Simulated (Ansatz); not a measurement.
Reaction (cleavage of the B–Si bond): `CB(C)[SiH2]Cl` + `N[SiH3]` → `CB(C)N[SiH3]` + `[SiH3]Cl`

Calculated with Ansatz (gas phase, PBE0-D4/def2-TZVP geometries, no zero-point term in ΔE). CCSD(T)/CBS is the MP2 limit (def2-TZVPP, def2-QZVPP) plus CCSD(T) − MP2 in def2-TZVPP, frozen cores. This one scheme is used for every species. DFT in def2-TZVPP. B3LYP here is the variant with VWN-RPA as its local correlation; programs differ in this. One conformer a species, not always the lowest.

`CB(C)[SiH2]Cl`:

Cartesian coordinates in Å:
```
C -0.814 0.784 1.204
B -0.209 0.043 -0.021
C -1.075 -0.323 -1.267
Si 1.750 -0.469 -0.055
Cl 2.697 -0.118 1.756
H -0.526 1.840 1.069
H -1.905 0.761 1.258
H -0.381 0.497 2.165
H -0.537 -0.460 -2.208
H -1.513 -1.305 -1.022
H -1.922 0.351 -1.423
H 1.944 -1.912 -0.370
H 2.491 0.310 -1.086
```

`N[SiH3]`:

```xyz
7

N     0.125    0.887    0.579
Si   -0.186   -0.523   -0.356
H     0.586    1.675    0.153
H     0.399    0.794    1.544
H    -0.828   -0.095   -1.626
H     1.008   -1.345   -0.717
H    -1.103   -1.394    0.423
```

`CB(C)N[SiH3]`:

Cartesian coordinates in Å:
```
C 1.456 1.549 0.203
B 0.322 0.482 -0.041
C -0.794 0.750 -1.123
N 0.309 -0.720 0.706
Si -0.844 -2.018 0.606
H 1.918 1.859 -0.740
H 2.252 1.215 0.876
H 1.023 2.460 0.632
H -1.179 1.771 -1.048
H -1.650 0.069 -1.094
H -0.353 0.669 -2.124
H 1.060 -0.848 1.370
H -0.415 -3.059 1.576
H -2.216 -1.566 0.956
H -0.889 -2.612 -0.755
```

`[SiH3]Cl`:

Cartesian coordinates in Å:
```
Si -0.021 0.126 -0.010
Cl 0.313 -1.893 0.156
H -1.089 0.345 -1.012
H 1.236 0.777 -0.446
H -0.439 0.645 1.312
```

CCSD(T)/CBS gives -1.50 eV.

Q: Another level gave -1.52 eV. Which?
A. PBE-D4/def2-TZVPP
B. SCS-MP2/def2-TZVPP
C. B2PLYP/def2-TZVPP
D. B3LYP/def2-TZVPP

A: C. B2PLYP -1.52, SCS-MP2/def2-TZVPP -1.58, PBE-D4 -1.37, B3LYP -1.48 eV.

Largest T1 diagnostic among the species: 0.011.

From PBE to PBE0 (25 % exact exchange), in def2-TZVPP and without D4, ΔE moves by −0.04 eV.
